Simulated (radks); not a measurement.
All-electron atom: Kr III in [Ar] 3d10 4s2 4p4.

Calculated with a radial shooting solver on a logarithmic mesh with Libxc functionals: Dirac Kohn-Sham, LDA (Slater exchange, Perdew-Zunger correlation), spin-unpolarised, spherical densities, finite nucleus; open shells fill j = l - 1/2 first; Fermi nuclear charge, rms radius 4.1884 fm.

Energy parts (eV):
total: -75799.746
kinetic: 77817.033
electron-nucleus: -182413.001
Hartree: 31308.642
exchange-correlation: -2512.421

Orbitals (lengths in bohr, moments of r in powers of bohr; <r^-3> diverges for s and p1/2; r(90%) holds 90 % of the orbital's charge):
\begin{tabular}{lrrrrrrr}
orbital & occ. & eigenvalue (eV) & <r^2> & <1/r> & <r^-3> & r(90%) & small-component weight \\ \hline
1s1/2 & 2 & -14156.09 & 0.002324 & 36.72 & - & 0.0743 & 1.70e-02 \\
2s1/2 & 2 & -1886.453 & 0.03976 & 8.216 & - & 0.284 & 3.38e-03 \\
2p1/2 & 2 & -1708.837 & 0.03044 & 8.192 & - & 0.258 & 3.38e-03 \\
2p3/2 & 4 & -1655.105 & 0.03187 & 7.907 & 1426 & 0.263 & 3.30e-03 \\
3s1/2 & 2 & -288.2859 & 0.3245 & 2.711 & - & 0.790 & 8.29e-04 \\
3p1/2 & 2 & -225.5313 & 0.3339 & 2.599 & - & 0.815 & 7.79e-04 \\
3p3/2 & 4 & -217.5992 & 0.3470 & 2.530 & 212.5 & 0.831 & 7.56e-04 \\
3d3/2 & 4 & -107.7396 & 0.3764 & 2.285 & 27.70 & 0.906 & 6.38e-04 \\
3d5/2 & 6 & -106.4316 & 0.3816 & 2.268 & 26.73 & 0.912 & 6.31e-04 \\
4s1/2 & 2 & -46.1862 & 2.554 & 0.8938 & - & 2.20 & 1.47e-04 \\
4p1/2 & 2 & -31.6460 & 3.377 & 0.7716 & - & 2.56 & 1.13e-04 \\
4p3/2 & 2 & -30.8256 & 3.500 & 0.7554 & 22.08 & 2.61 & 1.10e-04 \\
5s1/2 & 0 & -12.5243 & 15.59 & 0.3517 & - & 5.35 & 3.28e-05 \\
4d3/2 & 0 & -12.2479 & 8.521 & 0.4785 & 1.266 & 4.17 & 4.78e-05 \\
4d5/2 & 0 & -12.1900 & 8.597 & 0.4761 & 1.226 & 4.19 & 4.75e-05 \\
5p1/2 & 0 & -9.1483 & 22.32 & 0.2960 & - & 6.44 & 2.49e-05 \\
5p3/2 & 0 & -9.0030 & 22.95 & 0.2917 & 3.930 & 6.53 & 2.44e-05 \\
4f5/2 & 0 & -3.9154 & 55.41 & 0.1704 & 0.009656 & 10.6 & 6.33e-06 \\
4f7/2 & 0 & -3.9153 & 55.42 & 0.1704 & 0.009651 & 10.6 & 6.33e-06 \\
\end{tabular}

The highest occupied level is 4p3/2 at -30.826 eV. Summed over all electrons, <r^2> = 25.63 bohr^2, which gives a Langevin (diamagnetic) susceptibility term of -20.3 x 10^-6 cm^3/mol. For comparison, the ionisation energy in NIST's Atomic Spectra Database is 35.84 eV (measured). In exact Kohn-Sham theory the highest level is minus the ionisation energy, but local and semilocal functionals leave it too shallow, through self-interaction and a potential that decays too fast; potentials with the right tail come closer. The electron density at the nucleus is 4.919e+04 e/bohr^3. The density falls to 0.001 e/bohr^3 at r = 3.47 bohr.

Beside tabulated values, note that spin-unpolarised runs miss the spin-polarisation part of the exchange energy of open shells.
